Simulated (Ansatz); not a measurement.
Gas-phase electronic energies from Ansatz, PBE0-D4/def2-TZVP geometries. CCSD(T)/CBS adds triple-zeta CCSD(T) − MP2 to the extrapolated MP2 energy (def2 sets, frozen cores). This one scheme is used for every species. DFT in def2-TZVPP. B3LYP here is the variant with VWN-RPA as its local correlation; programs differ in this. HSE06 is defined as in plane-wave codes. Each species was taken in one conformer, which may not be the lowest.

Reaction (ligand exchange at the Al–Cl bond): `C[O][Al]([F])[Cl]` + CH₃OH → `C[O][Al]([F])[O]C` + HCl

`C[O][Al]([F])[Cl]`:

Z-matrix (Å, degrees):
```
C
O 1 1.402
H 1 1.096 2 112.4
H 1 1.094 2 109.7 3 -120.6
H 1 1.094 2 109.7 3 120.6
Al 2 1.663 1 136.1 3 -0.2
Cl 6 2.077 2 121.9 1 -0.2
F 6 1.635 2 119.1 1 179.9
```

CH₃OH:

Cartesian coordinates in Å:
```
C 0.227 0.065 0.267
O -0.816 0.331 -0.643
H 0.348 0.956 0.884
H 1.181 -0.132 -0.237
H -0.001 -0.780 0.929
H -0.939 -0.440 -1.199
```

`C[O][Al]([F])[O]C`:

Z-matrix (Å, degrees):
```
C
O 1 1.395
H 1 1.097 2 112.8
H 1 1.095 2 110.0 3 -120.6
H 1 1.095 2 110.0 3 120.6
Al 2 1.669 1 139.5 3 -0.0
O 6 1.669 2 126.0 1 0.2
F 6 1.639 2 117.0 1 -179.8
C 7 1.395 6 139.9 2 0.0
H 9 1.095 7 110.0 6 121.0
H 9 1.095 7 110.0 6 -120.3
H 9 1.097 7 112.8 6 0.3
```

HCl:

Cartesian coordinates in Å:
```
Cl 0.016 -0.634 0.084
H -0.016 0.634 -0.084
```

```json
{"level": "LDA (SPW92)", "ΔE (kcal/mol)": "7.5", "difference from CCSD(T)/CBS": "-0.9"}
{"level": "PBE-D4", "ΔE (kcal/mol)": "8.9", "difference from CCSD(T)/CBS": "0.5"}
{"level": "BLYP-D4", "ΔE (kcal/mol)": "6.9", "difference from CCSD(T)/CBS": "-1.5"}
{"level": "r2SCAN-D4", "ΔE (kcal/mol)": "8.8", "difference from CCSD(T)/CBS": "0.4"}
{"level": "B97M-V", "ΔE (kcal/mol)": "9.1", "difference from CCSD(T)/CBS": "0.7"}
{"level": "PBE0-D4", "ΔE (kcal/mol)": "9.3", "difference from CCSD(T)/CBS": "0.9"}
{"level": "B3LYP-D4", "ΔE (kcal/mol)": "7.3", "difference from CCSD(T)/CBS": "-1.1"}
{"level": "r2SCANh-D4", "ΔE (kcal/mol)": "8.9", "difference from CCSD(T)/CBS": "0.5"}
{"level": "r2SCAN0-D4", "ΔE (kcal/mol)": "9.0", "difference from CCSD(T)/CBS": "0.6"}
{"level": "HSE06-D4", "ΔE (kcal/mol)": "9.4", "difference from CCSD(T)/CBS": "1.0"}
{"level": "BHLYP-D4", "ΔE (kcal/mol)": "7.7", "difference from CCSD(T)/CBS": "-0.7"}
{"level": "CAM-B3LYP-D4", "ΔE (kcal/mol)": "6.8", "difference from CCSD(T)/CBS": "-1.6"}
{"level": "ωB97X-V", "ΔE (kcal/mol)": "8.5", "difference from CCSD(T)/CBS": "0.1"}
{"level": "ωB97M-V", "ΔE (kcal/mol)": "8.6", "difference from CCSD(T)/CBS": "0.2"}
{"level": "B2PLYP", "ΔE (kcal/mol)": "7.8", "difference from CCSD(T)/CBS": "-0.6"}
{"level": "PBE-QIDH", "ΔE (kcal/mol)": "9.2", "difference from CCSD(T)/CBS": "0.8"}
{"level": "PBE", "ΔE (kcal/mol)": "9.3", "difference from CCSD(T)/CBS": "0.9"}
{"level": "revPBE", "ΔE (kcal/mol)": "10.0", "difference from CCSD(T)/CBS": "1.6"}
{"level": "BLYP", "ΔE (kcal/mol)": "7.6", "difference from CCSD(T)/CBS": "-0.8"}
{"level": "r2SCAN", "ΔE (kcal/mol)": "9.0", "difference from CCSD(T)/CBS": "0.6"}
{"level": "PBE0", "ΔE (kcal/mol)": "9.7", "difference from CCSD(T)/CBS": "1.3"}
{"level": "B3LYP", "ΔE (kcal/mol)": "7.9", "difference from CCSD(T)/CBS": "-0.5"}
{"level": "r2SCANh", "ΔE (kcal/mol)": "9.1", "difference from CCSD(T)/CBS": "0.7"}
{"level": "r2SCAN0", "ΔE (kcal/mol)": "9.2", "difference from CCSD(T)/CBS": "0.8"}
{"level": "HSE06", "ΔE (kcal/mol)": "9.7", "difference from CCSD(T)/CBS": "1.3"}
{"level": "BHLYP", "ΔE (kcal/mol)": "8.0", "difference from CCSD(T)/CBS": "-0.4"}
{"level": "CAM-B3LYP", "ΔE (kcal/mol)": "7.2", "difference from CCSD(T)/CBS": "-1.2"}
{"level": "LC-ωPBE", "ΔE (kcal/mol)": "8.7", "difference from CCSD(T)/CBS": "0.3"}
{"level": "RPA@PBE/def2-TZVPP", "ΔE (kcal/mol)": "6.8", "difference from CCSD(T)/CBS": "-1.6"}
{"level": "MP2/def2-SVP", "ΔE (kcal/mol)": "7.6", "difference from CCSD(T)/CBS": "-0.8"}
{"level": "CCSD(T)/def2-SVP", "ΔE (kcal/mol)": "7.4", "difference from CCSD(T)/CBS": "-1.0"}
{"level": "MP2/def2-TZVPP", "ΔE (kcal/mol)": "8.0", "difference from CCSD(T)/CBS": "-0.4"}
{"level": "SCS-MP2/def2-TZVPP", "ΔE (kcal/mol)": "7.5", "difference from CCSD(T)/CBS": "-0.9"}
{"level": "CCSD/def2-TZVPP", "ΔE (kcal/mol)": "7.5", "difference from CCSD(T)/CBS": "-0.9"}
{"level": "HF/def2-QZVPP", "ΔE (kcal/mol)": "8.8", "difference from CCSD(T)/CBS": "0.4"}
{"level": "MP2/def2-QZVPP", "ΔE (kcal/mol)": "8.4", "difference from CCSD(T)/CBS": "0.0"}
{"level": "SCS-MP2/def2-QZVPP", "ΔE (kcal/mol)": "8.0", "difference from CCSD(T)/CBS": "-0.4"}
{"level": "HF/CBS(def2)", "ΔE (kcal/mol)": "8.7", "difference from CCSD(T)/CBS": "0.3"}
{"level": "MP2/CBS(def2)", "ΔE (kcal/mol)": "8.9", "difference from CCSD(T)/CBS": "0.5"}
{"level": "CCSD/CBS(def2)", "ΔE (kcal/mol)": "8.4", "difference from CCSD(T)/CBS": "0.0"}
{"level": "CCSD(T)/CBS", "ΔE (kcal/mol)": "8.4", "difference from CCSD(T)/CBS": "0"}
```

Largest T1 diagnostic among the species: 0.012.

At CCSD(T), def2-SVP lies −1.0 kcal/mol from the extrapolated value and def2-TZVPP −0.9 kcal/mol. In def2-TZVPP, CCSD(T) changes the Hartree–Fock value by −1.5 kcal/mol (the triples alone add +0.1 kcal/mol) and MP2 by −1.0 kcal/mol.
